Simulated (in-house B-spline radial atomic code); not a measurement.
**Tl II (Tl+): [Xe] 4f14 5d10 6s1 (6p3/2)1 (an excited or competing configuration)**

Method: Dirac-Hartree-Fock, average of the jj configuration, Fermi nucleus of rms radius 5.4759 fm. Calculated with a B-spline radial code for spherical atoms.

Z_r = [3n² - l(l+1)]/(2<r>); Z_e = n√(-2ε); the last column is Slater's effective charge. Values are occupation-weighted means over j. An effective charge above Z reflects the relativistic contraction of the inner shells.

```csv
shell,electrons,ε (eV),<r> (bohr),Z_r,Z_e,Slater
1s,2,-86111,0.01632,91.91,79.56,80.70
2s,2,-15488,0.06804,88.19,67.48,76.85
2p,6,-13459,0.0618,80.90,62.90,76.85
3s,2,-3774.4,0.1767,76.40,49.97,69.75
3p,6,-3172.3,0.178,70.23,45.81,69.75
3d,10,-2483.1,0.1625,64.60,40.53,59.85
4s,2,-888.05,0.3914,61.32,32.32,53.25
4p,6,-685.11,0.4152,55.39,28.38,53.25
4d,10,-427.49,0.4389,47.85,22.42,41.85
5s,2,-162.2,0.8903,42.12,17.26,23.35
4f,14,-147.88,0.4659,38.63,13.19,30.45
5p,6,-103.94,1.013,36.03,13.82,23.35
5d,10,-32.194,1.356,25.43,7.69,9.85
6s,1,-21.076,2.425,22.27,7.47,5.35
6p,1,-11.474,3.398,15.60,5.51,5.35
```

The least bound orbital is 6p3/2 at -11.47 eV, and it is also the most diffuse (<r> = 3.398 bohr).

For the 1s electron the small component carries 9.52 % of the norm, the zero-frequency Breit interaction raises the level by 329.4 eV, self-energy by 212.8 eV, and vacuum polarisation lowers it by 44.72 eV.
